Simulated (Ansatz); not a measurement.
The cluster AgPd₂⁻, relaxed as a singlet with RKS r2SCAN-D4/def2-TZVPD in Ansatz, starting from the GFN2-xTB geometry. Force threshold 0.02 eV/Å.

In the def2 sets Ag, Pd take a core potential; there is no spin–orbit coupling. The highest occupied level of the charge -1 singlet lies above zero (up to 1.10 eV). By energy differences its removal costs 1.36 eV (vertical, to the charge 0 doublet, at r2SCAN-D4/def2-TZVPD), and other spins of that charge weren't run; a positive level beside a positive removal energy at the same level points to self-interaction error. The relaxation made no stability test and no search for a lower SCF solution. The structure comes from a short search, and lower isomers may exist.

Start:

```xyz
3

Pd    1.410    1.120    1.824
Pd    0.009    0.005    0.011
Ag   -1.418   -1.125   -1.835
```

(1) Estimate the energy that the relaxation releases and the steps that it takes.

(2) Does the start keep its bonding and symmetry?

(3) Predict the relaxed structure.

Results:

(1) 25.6 kcal/mol, in 20 steps; 39 s on 4 threads of Arm Neoverse V1 on a shared host. The force fell under the threshold at step 4, but the optimiser went on and released 1.072 eV more. No frequencies were taken in this run, so the end may be a saddle point.

(2) Bonds formed: Pd1–Ag3 (atoms count from 1). Point group C∞v at the start, C2v at the end, both within 0.05 Å.

(3) 
```xyz
3

Pd    0.495    1.257    0.649
Pd    0.426   -1.333    0.536
Ag   -0.922    0.076   -1.185
```
Bond lengths (bridged metal pairs left out): 2 × Ag–Pd 2.60 Å; 1 × Pd–Pd 2.59 Å.
